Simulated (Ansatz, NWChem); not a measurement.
# How basis sets differ on As2 (SMILES [As]#[As])

As2, singlet, SMILES `[As]#[As]`. Each level relaxes the structure for itself.

Quantity: the harmonic wavenumber, in cm⁻¹. The values are calculated.

```json
{"level": "HF/STO-3G", "kind": "Hartree–Fock", "program": "Ansatz", "value (cm⁻¹)": "586"}
{"level": "HF/3-21G", "kind": "Hartree–Fock", "program": "NWChem", "value (cm⁻¹)": "451"}
{"level": "HF/6-31G* (Cartesian functions)", "kind": "Hartree–Fock", "program": "Ansatz", "value (cm⁻¹)": "512"}
{"level": "HF/cc-pVTZ", "kind": "Hartree–Fock", "program": "Ansatz", "value (cm⁻¹)": "512"}
```

All-electron rows without a relativistic Hamiltonian named are non-relativistic. Harmonic and unscaled. The values span 451 to 586 cm⁻¹.
